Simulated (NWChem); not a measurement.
HfH3Br; SMILES [Br][HfH3]

This build's default masses of Se (78.918 u) and Br (79.917 u) are each other's, which moves their modes by up to 0.6 %. def2 effective core potentials on Hf; no spin-orbit coupling.

Task: Give the equilibrium geometry at PBE-D3(BJ)/def2-SVP with def2 effective core potentials on Hf (NWChem) as an XYZ file, with the point group.

Result: point group C3v; any orientation.
```
5

Hf     0.0000     0.0000     0.6765
Br     0.0000     0.0000    -1.8087
H      1.5744    -0.7365     1.3083
H     -0.1494     1.7317     1.3083
H     -1.4251    -0.9952     1.3083
```
